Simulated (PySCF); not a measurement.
# One molecule, several mistakes: C2H5OSi

These are calculations, not measurements. The program is PySCF 2.14.0, an open-source quantum chemistry code, run on an isolated molecule that a program drew, which may never have been made. The molecule is C2H5OSi (charge 0, doublet), drawn as the SMILES string `[CH2]O[SiH]=C`.

Each row is a Hartree-Fock (HF) and frozen-core CCSD(T) single point in the cc-pV(D+d)Z basis, meant for a local HF minimum. Run 1 is clean. Each other run has one planted mistake out of seven kinds, and not every kind appears here: one electron removed, one electron added, multiplicity raised by two, geometry at a saddle point, minimal basis STO-3G, one bond length entered in bohr, all coordinates scaled. The reference is restricted for singlets and unrestricted otherwise, and also for a bond in bohr. Adding or removing an electron swaps singlet and doublet. Electrons count all cores. HOMO and LUMO are orbital energies over both spins, the gradient is its largest component, and the lowest frequency (negative if imaginary) is given only where the gradient is small. Bond lengths are over the 8 bonds as drawn. T1 is the CCSD diagnostic: over 0.02 (restricted) or 0.045 (unrestricted) a single reference is doubtful.

Geometry of the clean run:
```xyz
9
C2H5OSi, angstrom
C    -1.3396    0.5113   -2.5255
O    -0.2588   -0.1620   -3.0131
Si    1.2849   -0.1518   -2.4702
C     1.9079    0.7709   -1.2108
H    -2.2359    0.3812   -3.1153
H    -1.4048    0.6384   -1.4508
H     2.0325   -1.1088   -3.2836
H     1.3389    1.4877   -0.6317
H     2.9532    0.6644   -0.9420
```

| run | electrons | basis functions | <S^2> | HOMO (eV) | LUMO (eV) | gradient (hartree/bohr) | lowest frequency (cm^-1) | mean bond (Å) | longest bond (Å) | T1 | HF (hartree) | CCSD(T) (hartree) | mistake |
|---|---|---|---|---|---|---|---|---|---|---|---|---|---|
| 1 | 39 | 90 | 0.761 | -8.34 | 3.06 | 4.5e-05 | 116 | 1.3094 | 1.681 | 0.0172 | -442.37497 | -442.96625 | no fault |
| 2 | 39 | 90 | 2.095 | -8.46 | 1.55 | 2.7e-02 | - | 1.4963 | 3.177 | 0.0530 | -442.25841 | -442.80444 | one bond length entered in bohr |
| 3 | 38 | 90 | 0.000 | -13.21 | -6.32 | 1.5e-01 | - | 1.3094 | 1.681 | 0.0522 | -442.08034 | -442.68776 | one electron removed |
| 4 | 39 | 90 | 3.790 | -5.04 | 1.00 | 1.0e-01 | - | 1.3094 | 1.681 | 0.0153 | -442.27699 | -442.83438 | multiplicity raised by two |
| 5 | 40 | 90 | 0.000 | 0.61 | 8.00 | 9.0e-02 | - | 1.3094 | 1.681 | 0.0372 | -442.28679 | -442.92375 | one electron added |
| 6 | 39 | 90 | 0.757 | -8.60 | 3.57 | 1.1e-01 | - | 1.1798 | 1.515 | 0.0142 | -442.25200 | -442.82094 | ? |

**Which mistake was planted in run 6, and what did it cost?**

The mean and the longest bond both change by the same factor, 0.901, and the gradient is no longer small. So the mistake is: all coordinates scaled. Subtracting run 1 and multiplying by 627.51 kcal/mol a hartree, the energy moved by 77.2 kcal/mol in HF and 91.2 kcal/mol in CCSD(T).

Cautions from the logs. Run 2: T1 is over the limit, so its CCSD(T) energy is less reliable; run 3: T1 is over the limit, so its CCSD(T) energy is less reliable; run 5: T1 is over the limit, so its CCSD(T) energy is less reliable and the HOMO is above zero, so the electron isn't bound and the energy depends on the basis.
